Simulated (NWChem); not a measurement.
System: CH$_{4}$OSi; SMILES O=C[SiH3]

The following NWChem deck was run.

```
start job
memory heap 200 mb stack 900 mb global 1100 mb
geometry units angstroms noautosym nocenter noautoz
  O     -0.344755    -1.686678     0.000000
  C      0.483270    -0.811339     0.000000
  Si    -0.064650     1.047660     0.000000
  H      1.579469    -1.071779     0.000000
  H     -0.889616     1.283848     1.219817
  H     -0.889616     1.283848    -1.219817
  H      1.123539     1.952976     0.000000
end
basis spherical
  O library def2-svp
  C library def2-svp
  Si library def2-svp
  H library def2-svp
end
dft
  xc hfexch
  iterations 150
end
property
  efieldgrad
end
task dft property
```

Coordinates come from a PBE0/def2-SVP optimisation.

Vzz is the largest principal value of the second derivative of the potential at the nucleus (NWChem prints the opposite sign); η is the asymmetry. Non-relativistic.

Atoms are numbered as in the input.

Q: Predict the main results of this run. (Hartree-Fock/def2-SVP.) Quantities: Vzz O1 (a.u.); η O1.

A: The vzz O1 (a.u.) is -2.249 and the η O1 is 0.64.
